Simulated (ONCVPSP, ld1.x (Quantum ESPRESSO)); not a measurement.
Potentials for As (Z = 33) compared

Generated with ld1.x 7.5 (TM, RRKJ, ultrasoft, PAW), atompaw 4.2 or ONCVPSP 4.0.1. The cutoff is in Ry: for ld1.x and atompaw files where the sum of valence levels is converged to 10 mRy in a Bessel basis, for ONCV files where the hardest occupied wave has 1 mHa per electron of residual kinetic energy. The error is the largest all-electron minus pseudo excitation energy over each file’s own four to seven test configurations (ionisations up to +4, promotions, holes and added fractions of an electron), all of which were solved. The labels leave out finer settings (local radius, basis sizes, second energies), which also bear on the numbers. Spin-polarised tests are not counted. The rows are a selection from randomly drawn settings: files with unsolved tests, undetermined cutoffs or missed reference levels are left out.

A true bound ghost makes a file unfit for plane-wave use even where its test errors are small: the radial tests pick states by their node count and pass the ghost by.

| potential | cutoff (Ry) | largest error (meV) | bound ghosts |
| --- | --- | --- | --- |
| ONCV, LDA (Perdew-Zunger), scalar-relativistic, rc 0.80/0.95/0.75 (spd), local d, core correction no, reference 3s2 3p6 3d10 4s2 4p2, qcut 18.9/15.4/21.4, projectors 2/2/0 | 357 | -64 | s |
| ONCV, PBE, non-relativistic, rc 1.70/1.90/0.80 (spd), local smoothed, core correction yes, reference 3d10 4s2 4p3, qcut 3/3.7/17.7, projectors 2/3/2 | 276 | -365 | none |
| ONCV, PBE, scalar-relativistic, rc 0.95/1.15/0.85/1.00 (spdf), local smoothed, core correction yes, reference 3s2 3p6 3d10 4s1.5 4p3.5, qcut 14.9/11.1/16.1/11.3, projectors 2/2/2/2 | 238 | +24 | none |

Problem. Fill in the row for As: ONCV, PBE, scalar-relativistic, rc 0.95/1.05/0.95 (spd), local d, core correction yes, reference 3s2 3p6 3d10 4s2 4p3, qcut 11.1/11.2/17.5, projectors 2/2/0.

Solution. cutoff 240 Ry, largest error -13 meV, bound ghosts: s.

Problem. Fill in the row for As: ONCV, PBE, non-relativistic, rc 0.85/1.20/1.00 (spd), local smoothed, core correction yes, reference 3s2 3p6 3d10 4s2 4p3, qcut 16/12.8/18.2, projectors 2/2/1.

Solution. cutoff 253 Ry, largest error -24 meV, bound ghosts: none.

Problem. Fill in the row for As: TM semilocal, PBE, scalar-relativistic, rc 1.55/1.45 (sp), local s, core correction yes, reference 4s2 4p2.5.

Solution. cutoff 45 Ry, largest error -340 meV, bound ghosts: none.
